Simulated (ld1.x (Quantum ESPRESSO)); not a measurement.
## u(r) = r·R(r): atom against pseudo-atom (B)

Columns: radius, all-electron u(r) and pseudo u(r) of the 2s shell (level -9.85 eV) of boron in the configuration [He] 2s1 2p2; LDA (PZ), scalar-relativistic, TM scheme, ld1.x (Quantum ESPRESSO) 7.5.

```csv
r (bohr),all-electron,pseudo
0.195,0.3069,-0.0958
0.390,0.1058,-0.1902
0.585,-0.1738,-0.2929
0.780,-0.4100,-0.4273
0.975,-0.5765,-0.5765
1.170,-0.6773,-0.6773
1.365,-0.7251,-0.7251
1.560,-0.7335,-0.7335
1.755,-0.7145,-0.7145
1.950,-0.6779,-0.6779
2.145,-0.6308,-0.6308
2.340,-0.5784,-0.5784
2.535,-0.5243,-0.5243
2.730,-0.4709,-0.4709
2.925,-0.4199,-0.4199
3.120,-0.3721,-0.3721
3.315,-0.3281,-0.3281
3.510,-0.2881,-0.2881
3.705,-0.2520,-0.2520
3.900,-0.2197,-0.2197
4.095,-0.1911,-0.1911
4.290,-0.1657,-0.1657
4.485,-0.1434,-0.1434
4.680,-0.1239,-0.1239
4.875,-0.1069,-0.1069
5.070,-0.0920,-0.0920
```

How many radial nodes do the two functions have?

The all-electron 2s function has n − l − 1 = 1; the pseudo-wave has 0, since the states of the same l below it are removed with the core.

At about which radius was the pseudo-wave matched?

1.05 bohr, where the columns begin to agree (steps of 0.20 bohr).

Where does each function peak?

Outermost all-electron maximum near 1.56 bohr, pseudo maximum near 1.56 bohr (to the table’s step).

Is the pseudo-wave norm-conserving?

Yes: the TM scheme keeps the norm inside the radius equal to the all-electron one, which fixes the energy derivative of the logarithmic derivative at the level.
